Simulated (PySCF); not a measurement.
## Induced dipoles and field energies

Species: C₇H₇N₃.
Geometry (PBE0-D3(BJ)/def2-SVP, Å), atoms numbered from 1 in this order:
```xyz
17
C7H7N3 angstrom
N      0.8001    3.0287    1.7036
C      1.0259    2.0662    1.0964
C      1.2951    0.8882    0.3565
C      2.4898    0.3848   -0.1498
C      2.1102   -0.8086   -0.7810
N      0.8011   -1.0222   -0.6683
N      0.3194   -0.0043    0.0154
C     -1.0818    0.1071    0.3008
C     -1.8995   -1.1372    0.4226
C     -2.0716   -0.2407   -0.7675
H      3.4754    0.8330   -0.0598
H      2.7348   -1.5256   -1.3112
H     -1.2826    0.9502    0.9647
H     -2.6740   -1.1587    1.1931
H     -1.3656   -2.0765    0.2602
H     -2.9689    0.3771   -0.8517
H     -1.6487   -0.5906   -1.7126
```

Level: PBE0/def2-SVPD (PySCF); nuclei fixed, core orbitals frozen in the response. Permanent dipole (-0.434, -2.150, -1.255) D (1 au = 2.5417 D). Static polarisability (au):

```
x   110.58   3.54  -4.47
y     3.54 104.07  21.46
z    -4.47  21.46  79.74
```

Only the terms in μ and α are kept: μ(F) = μ + αF and ΔE = −μ·F − ½ F·αF.

Problem. Apply 0.002 au along ±x, ±y and ±z in turn. Tabulate induced and total dipoles and both energy terms.

Solution. 
| field along | induced x (D) | induced y (D) | induced z (D) | total size (D) | −μ·F (kJ/mol) | −½F·αF (kJ/mol) |
| --- | --- | --- | --- | --- | --- | --- |
| +x | 0.562 | 0.018 | -0.023 | 2.489 | +0.897 | -0.581 |
| −x | -0.562 | -0.018 | 0.023 | 2.685 | -0.897 | -0.581 |
| +y | 0.018 | 0.529 | 0.109 | 2.028 | +4.442 | -0.546 |
| −y | -0.018 | -0.529 | -0.109 | 3.040 | -4.442 | -0.546 |
| +z | -0.023 | 0.109 | 0.405 | 2.257 | +2.593 | -0.419 |
| −z | 0.023 | -0.109 | -0.405 | 2.834 | -2.593 | -0.419 |

Problem. For the field (0.0016, -0.0018, -0.0002) au, what is the induced dipole, and what angle does it make with the field?

Solution. αF = (0.436, -0.473, -0.157) D, at 9.0° to the field. The polarisability along this direction, F·αF/F², is 106.40 au, against a mean of 98.13 au.

Problem. At what field along the permanent dipole would the induced dipole along it equal the permanent one, in this linear picture?

Solution. The polarisability along the dipole is 116.67 au, so F = 0.9942 au / 116.67 au = 0.0085 au = 0.44 V/Å; higher-order terms are ignored.

Problem. What field makes μF equal to kT at 298 K?

Solution. kT = 0.9437 × 10⁻³ Eh, so F = 0.000949 au = 4.88 MV/cm.

Problem. Induction energy −ᾱe²/2R⁴ of a unit charge at 12 Å, the molecule taken as a point?

Solution. R = 22.68 bohr, so the energy is −98.1/(2 × 22.68⁴) Eh = -0.487 kJ/mol. The charge–dipole term at its most favourable orientation, −μe/R², is -5.08 kJ/mol.

Isolated species at its PBE0-D3(BJ)/def2-SVP geometry (one conformer only).
